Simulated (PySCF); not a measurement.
# Li (lithium, neutral) across methods

[He] 2s1, 2S determinant. Computed with PySCF 2.14 in aug-cc-pCVQZ (9s8p6d4f2g, 109 functions), with no relativity, point nucleus.

```csv
method,E (hartree),mean ε 1s α (eV),mean ε 1s β (eV),mean ε 2s α (eV),Σ⟨r²⟩ (bohr²),⟨S²⟩
wB97X,-7.4821,-58.215,-58.094,-5.304,18.72,0.750
PBE,-7.4621,-51.741,-51.514,-3.227,17.99,0.750
wB97X-V,-7.4791,-58.245,-58.022,-5.359,18.13,0.750
UHF,-7.43272,-67.666,-67.177,-5.343,18.63,0.750
PBE0,-7.4672,-55.879,-55.596,-3.831,17.98,0.750
LDA,-7.3439,-51.019,-50.808,-3.165,18.30,0.750
r2SCAN,-7.4798,-53.293,-53.125,-3.264,18.01,0.750
LC-wPBE,-7.4717,-57.601,-57.414,-5.602,17.85,0.750
```
